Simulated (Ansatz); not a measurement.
Geometry optimisation, Ansatz 0.2.0, RKS r2SCAN-D4/6-31G*.

The input (input.yaml):

```yaml
crystal:
  periodic: [false, false, false]
  atoms:
    - { symbol: B, position_ang: [0.0, 0.0, 0.0] }
    - { symbol: O, position_ang: [0.0, 0.0, 1.76] }
    - { symbol: H, position_ang: [-0.9095, -0.2814, 2.0971] }
    - { symbol: F, position_ang: [1.1431, 0.0, -0.66] }
    - { symbol: H, position_ang: [-1.0305, 0.0, -0.595] }
    - { symbol: P, position_ang: [0.0991, 2.0949, 0.6969] }
    - { symbol: H, position_ang: [0.6595, 2.1347, 2.001] }
    - { symbol: H, position_ang: [0.9104, 2.8515, -0.1895] }
    - { symbol: H, position_ang: [0.0529, 1.1187, 1.6935] }
basis:
  gaussian: { orbitals: "6-31G*" }
hamiltonian:
  xc: r2scan
  dispersion: d4
relax:
  f_tol: 0.15
  max_steps: 25
  restrain:
    - { distance: [0, 5], at: 1.91, k: 30.0 }
    - { distance: [8, 1], at: 1.01, k: 30.0 }
    - { distance: [0, 1], at: 2.61, k: 30.0 }
    - { distance: [8, 5], at: 2.62, k: 30.0 }
```

Launched with:

```bash
$ ansatz run input.yaml --threads 2 --pin off --max-ram 3072MiB --backend cpu --events-out ev --progress --plain --runs-dir out
```

Problem. Where does it end, and by what steps?

Solution. The run converged. The restraints hold the end off the free minimum. After 18 steps the energy has fallen by 4.267 eV (the restraints' own energy left out); H7 moved furthest, 1.98 Å. Parted: P6–H9 (1.40 → 2.62 Å).

```tsv
step	energy less start (eV)	largest force component (eV/Å)	accepted
0	0.0000	5.888	yes
1	-1.9089	4.389	yes
2	-2.5876	3.384	yes
3	-3.1609	3.202	yes
4	-3.7140	1.835	yes
5	-3.8816	1.356	yes
6	-3.9720	0.780	yes
7	-3.9826	1.424	yes
8	-4.0155	1.174	yes
9	-4.0785	0.880	yes
10	-4.1178	0.804	yes
11	-4.1473	0.712	yes
12	-4.1554	1.181	yes
13	-4.1971	0.709	yes
14	-4.1909	1.064	no
15	-4.2366	0.718	yes
16	-4.2496	0.709	yes
17	-4.2618	0.778	yes
18	-4.2674	0.692	yes
```

```xyz
9
Properties=species:S:1:pos:R:3
B 0.340 0.533 -0.088
O -0.499 -0.425 2.181
H -1.444 -0.448 1.968
F 1.419 -0.226 -0.263
H -0.703 0.176 -0.565
P 0.482 2.236 0.790
H 1.824 2.565 0.454
H -0.128 3.026 -0.220
H -0.367 0.482 2.548
```

Time of the run: 45 s on 2 threads of Arm Neoverse V2 (shared host), peak memory 0.18 GiB.
